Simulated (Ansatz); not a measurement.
Ansatz (a quantum-chemistry and plane-wave program) input file for isocyanic acid anion (CHNO), SMILES N=C=O (connectivity only; charge and spin as stated), charge -1, multiplicity 2, B3LYP-D3(BJ)/def2-TZVPD. 

Ansatz 0.2 input:
```yaml
crystal:
  periodic: [false, false, false]
  atoms:
    - {symbol: N, position_ang: [-0.23634965, -1.12947550, 0.00000000]}
    - {symbol: C, position_ang: [0.35019763, 0.03397447, 0.00000000]}
    - {symbol: O, position_ang: [-0.11249695, 1.20001051, -0.00000000]}
    - {symbol: H, position_ang: [0.45323744, -1.89760238, -0.00000001]}
basis:
  gaussian:
    orbitals: def2-TZVPD
hamiltonian:
  xc: b3lyp
  dispersion: d3bj
total_charge: -1
magnetization: {spin_polarized: true, initial_magnetization: 1}
relax: {f_tol: 0.002, max_steps: 200}
```

Log of the run:

```
WARN ansatz: RAYON_NUM_THREADS=1 ignored (pool sized by the plan → 1); use --threads N
Functional definition: B3LYP
integrals: 0.03 GiB planned
588 factors; their error is unknown
mean field: 0.40 GiB planned
mean field evaluation 1: about -4589.9845 eV, gradient 2.1e1 eV
mean field evaluation 2: about -4581.9023 eV, gradient 4.7e1 eV
mean field evaluation 4: about -4591.6449 eV, gradient 4.1e0 eV
mean field evaluation 8: about -4591.7099 eV, gradient 2.2e-1 eV
mean field evaluation 16: about -4591.7101 eV, gradient 6.7e-5 eV
mean field -4591.71011370 eV, -168.7422343056 hartree, gradient 6.7e-5 eV, S^2 0.753878; 0 other end points of the search recorded, 0 dependent functions left out
the calculation of the forces begins
reference -4591.71031485 eV, -168.7422416977 hartree; 12, 11 occupied and 111, 112 virtual orbitals, 588 factors
relax step   1: F+E_penalty+E_count = -4591.78196148 eV  Δ(F+E_penalty+E_count) = +0.000e0 eV  max|allowed force component| = 1.316e0 eV/Å  Δτ_max = 0.0000 Å  (34 SCF iters, accepted)
these checks for a lower state are left out or cut short: starts, cluster_reference, orbital_swaps, neighbouring_geometries, increment
integrals: 0.03 GiB planned
588 factors; their error is unknown
mean field: 0.40 GiB planned
mean field -4591.74148843 eV, -168.7433873055 hartree, gradient 2.3e-5 eV, S^2 0.753714; 0 other end points of the search recorded, 0 dependent functions left out
the calculation of the forces begins
reference -4591.74168702 eV, -168.7433946038 hartree; 12, 11 occupied and 111, 112 virtual orbitals, 588 factors
relax step   2: F+E_penalty+E_count = -4591.81348053 eV  Δ(F+E_penalty+E_count) = -3.152e-2 eV  max|allowed force component| = 5.827e-1 eV/Å  Δτ_max = 0.0189 Å  (41 SCF iters, accepted)
these checks for a lower state are left out or cut short: starts, cluster_reference, orbital_swaps, neighbouring_geometries, increment
integrals: 0.03 GiB planned
588 factors; their error is unknown
mean field: 0.40 GiB planned
mean field evaluation 32: about -4591.7528 eV, gradient 1.4e-5 eV
mean field -4591.75276541 eV, -168.7438017269 hartree, gradient 1.4e-5 eV, S^2 0.753553; 0 other end points of the search recorded, 0 dependent functions left out
the calculation of the forces begins
reference -4591.75296378 eV, -168.7438090171 hartree; 12, 11 occupied and 111, 112 virtual orbitals, 588 factors
relax step   3: F+E_penalty+E_count = -4591.82482662 eV  Δ(F+E_penalty+E_count) = -1.135e-2 eV  max|allowed force component| = 9.281e-2 eV/Å  Δτ_max = 0.0174 Å  (41 SCF iters, accepted)
these checks for a lower state are left out or cut short: starts, cluster_reference, orbital_swaps, neighbouring_geometries, increment
integrals: 0.03 GiB planned
588 factors; their error is unknown
mean field: 0.40 GiB planned
mean field -4591.75333127 eV, -168.7438225221 hartree, gradient 2.7e-5 eV, S^2 0.753538; 0 other end points of the search recorded, 0 dependent functions left out
the calculation of the forces begins
reference -4591.75352996 eV, -168.7438298236 hartree; 12, 11 occupied and 111, 112 virtual orbitals, 588 factors
relax step   4: F+E_penalty+E_count = -4591.82537841 eV  Δ(F+E_penalty+E_count) = -5.518e-4 eV  max|allowed force component| = 3.071e-2 eV/Å  Δτ_max = 0.0051 Å  (38 SCF iters, accepted)
these checks for a lower state are left out or cut short: starts, cluster_reference, orbital_swaps, neighbouring_geometries, increment
integrals: 0.03 GiB planned
588 factors; their error is unknown
mean field: 0.40 GiB planned
mean field -4591.75335675 eV, -168.7438234584 hartree, gradient 2.7e-5 eV, S^2 0.753532; 0 other end points of the search recorded, 0 dependent functions left out
the calculation of the forces begins
reference -4591.75355553 eV, -168.7438307634 hartree; 12, 11 occupied and 111, 112 virtual orbitals, 588 factors
relax step   5: F+E_penalty+E_count = -4591.82540416 eV  Δ(F+E_penalty+E_count) = -2.575e-5 eV  max|allowed force component| = 6.284e-3 eV/Å  Δτ_max = 0.0013 Å  (40 SCF iters, accepted)
these checks for a lower state are left out or cut short: starts, cluster_reference, orbital_swaps, neighbouring_geometries, increment
integrals: 0.03 GiB planned
588 factors; their error is unknown
mean field: 0.40 GiB planned
mean field -4591.75335812 eV, -168.7438235085 hartree, gradient 2.7e-5 eV, S^2 0.753532; 0 other end points of the search recorded, 0 dependent functions left out
the calculation of the forces begins
reference -4591.75355689 eV, -168.7438308135 hartree; 12, 11 occupied and 111, 112 virtual orbitals, 588 factors
relax step   6: F+E_penalty+E_count = -4591.82540493 eV  Δ(F+E_penalty+E_count) = -7.726e-7 eV  max|allowed force component| = 1.072e-3 eV/Å  Δτ_max = 0.0001 Å  (42 SCF iters, accepted)
integrals: 0.03 GiB planned
588 factors; their error is unknown
mean field: 0.40 GiB planned
mean field evaluation 64: about -4591.7534 eV, gradient 2.7e-5 eV
mean field -4591.75335812 eV, -168.7438235085 hartree, gradient 2.7e-5 eV, S^2 0.753532; 1 other end points of the search recorded, 0 dependent functions left out
the calculation of the forces begins
reference -4591.75355689 eV, -168.7438308135 hartree; 12, 11 occupied and 111, 112 virtual orbitals, 588 factors
Total energy: -4591.82560371 eV, -168.7464784852 hartree
Atom 0 at    -0.246488    -1.143966     0.000000 Å, force     0.000456     0.001072     0.000000 eV/Å
Atom 1 at     0.315259     0.027614     0.000000 Å, force    -0.000702     0.000455    -0.000000 eV/Å
Atom 2 at    -0.082243     1.186067    -0.000000 Å, force     0.000198    -0.000801     0.000000 eV/Å
Atom 3 at     0.468061    -1.862807    -0.000000 Å, force     0.000049    -0.000726    -0.000000 eV/Å
Dipole moment:     0.159516    -0.167017    -0.000000 e Å
```

Self-consistency was reached.

Cost: around 25 core-seconds (rough).
